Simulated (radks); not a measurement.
Ir3+, configuration [Xe] 4f14 5d6.

Calculated with a radial shooting solver on a logarithmic mesh with Libxc functionals: scalar-relativistic Kohn-Sham, B86b exchange with PBE correlation, spin-unpolarised, spherical densities, finite nucleus; Fermi nuclear charge, rms radius 5.4032 fm.

Energy parts (hartree):
| part | energy |
|---|---|
| total | -17823.2782 |
| kinetic | 19806.7792 |
| electron-nucleus | -44132.2980 |
| Hartree | 6848.6105 |
| exchange-correlation | -346.3698 |

Orbitals (lengths in bohr, moments of r in powers of bohr; r(90%) holds 90 % of the orbital's charge):
orbital  occ.  eigenvalue (hartree)      <r>  r(90%)   <1/r>
1s          2             -2798.046  0.01744  0.0318   92.16
2s          2             -490.4706  0.07362   0.114   21.59
2p          6             -426.3673  0.06624   0.108   19.36
3s          2             -115.6179   0.1905   0.279   8.003
3p          6             -96.86327   0.1913   0.286   7.338
3d         10             -76.18632   0.1733   0.269   6.918
4s          2             -25.58615   0.4233   0.607   3.418
4p          6             -19.43276   0.4505   0.654   3.095
4d         10             -11.86512   0.4783   0.715   2.766
4f         14              -3.45464   0.5347   0.868   2.317
5s          2              -4.76008   0.9757    1.40   1.380
5p          6              -3.16315    1.125    1.63   1.173
5d          6              -1.35636    1.545    2.34  0.8377

The highest occupied level is 5d at -36.909 eV. Summed over all electrons, <r^2> = 37.33 bohr^2, which gives a Langevin (diamagnetic) susceptibility term of -29.6 x 10^-6 cm^3/mol. For comparison, the ionisation energy in NIST's Atomic Spectra Database is 40 eV (theoretical). In exact Kohn-Sham theory the highest level is minus the ionisation energy, but local and semilocal functionals leave it too shallow, through self-interaction and a potential that decays too fast; potentials with the right tail come closer.

Run on one thread of a shared host, so times are rough (Intel(R) Xeon(R) Platinum 8259CL CPU @ 2.50GHz): 0.22 s of CPU time, 0.22 s wall, 16 iterations on 2213 mesh points.

Beside tabulated values, note that spin-unpolarised runs miss the spin-polarisation part of the exchange energy of open shells.
